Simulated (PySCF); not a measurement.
# Scalar relativity in S⁺ (sulfur, charge +1)

[Ne] 3s2 3p3, high-spin 4S determinant; PBE calculated with PySCF 2.14 in dyall-av3z, once non-relativistic with a point nucleus and once with spin-free X2C-1e and a Gaussian nucleus.

```json
{"shell": "1s α", "ε non-rel. (eV)": "-2409.3", "rms r non-rel. (bohr, spins averaged)": "0.1128"}
{"shell": "1s β", "ε non-rel. (eV)": "-2408.8", "rms r non-rel. (bohr, spins averaged)": "0.1128"}
{"shell": "2s α", "ε non-rel. (eV)": "-221.95", "rms r non-rel. (bohr, spins averaged)": "0.5246"}
{"shell": "2s β", "ε non-rel. (eV)": "-221.52", "rms r non-rel. (bohr, spins averaged)": "0.5246"}
{"shell": "2p α", "ε non-rel. (eV)": "-168.12", "rms r non-rel. (bohr, spins averaged)": "0.4952"}
{"shell": "2p β", "ε non-rel. (eV)": "-167.52", "rms r non-rel. (bohr, spins averaged)": "0.4952"}
{"shell": "3s α", "ε non-rel. (eV)": "-28.698", "rms r non-rel. (bohr, spins averaged)": "1.766"}
{"shell": "3s β", "ε non-rel. (eV)": "-25.262", "rms r non-rel. (bohr, spins averaged)": "1.766"}
{"shell": "3p α", "ε non-rel. (eV)": "-17.922", "rms r non-rel. (bohr, spins averaged)": "2.029"}
```

Problem. How does scalar relativity move these shells?

Solution. 1s α: ε -2416.5 eV, radius -0.52 %; 1s β: ε -2416.1 eV, radius -0.52 %; 2s α: ε -223.16 eV, radius -0.41 %; 2s β: ε -222.72 eV, radius -0.41 %; 2p α: ε -168.08 eV, radius -0.11 %; 2p β: ε -167.47 eV, radius -0.11 %; 3s α: ε -28.816 eV, radius -0.31 %; 3s β: ε -25.378 eV, radius -0.31 %; 3p α: ε -17.908 eV, radius -0.01 %.

The total energy goes from -397.5689 to -398.6652 hartree.

Ionisation energy, S⁺ [Ne] 3s2 3p3 (4S) → S²⁺ [Ne] 3s2 3p2 (3P) (eV):

| method | non-relativistic | spin-free X2C | shift |
| --- | --- | --- | --- |
| UHF | 22.731 | 22.718 | -0.013 |
| MP2 (valence) | 23.350 | 23.338 | -0.012 |
| SCS-MP2 (valence) | 23.162 | 23.150 | -0.012 |
| CCSD (valence) | 23.280 | 23.270 | -0.011 |
| CCSD(T) (valence) | 23.319 | 23.308 | -0.011 |
| LDA | 23.409 | 23.396 | -0.013 |
| PBE | 23.319 | 23.307 | -0.013 |
| PBE0 | 23.387 | 23.374 | -0.013 |
| r2SCAN | 23.539 | 23.526 | -0.012 |

Relativity contracts and stabilises s shells directly. The contracted s shells screen the nucleus better, so for spin-averaged p shells the direct and indirect effects partly cancel.
